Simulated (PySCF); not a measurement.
Ga(F) cation (FGa), SMILES [F][Ga] (connectivity only; charge and spin as stated), charge +1, multiplicity 2.

The structure is a stationary point at PBE0-D3(BJ)/def2-TZVPD. The spin state was assumed, not searched.

Computed with IEF-PCM-B3LYP/def2-TZVPD (PySCF 2.14.0).

The values are the electrostatic part of the solvation free energy, E(continuum) − E(gas) at the gas-phase geometry, in a cavity of scaled van der Waals radii (PySCF's table); cavitation and dispersion terms are not included. A continuum can't describe solvent molecules that bind to the metal.

| solvent | ε | ΔG(elec) (kcal/mol) |
|---|---|---|
| water | 78.36 | -79.7 |
| cyclohexanone | 15.62 | -75.2 |
| 2-propanol | 19.26 | -76.3 |
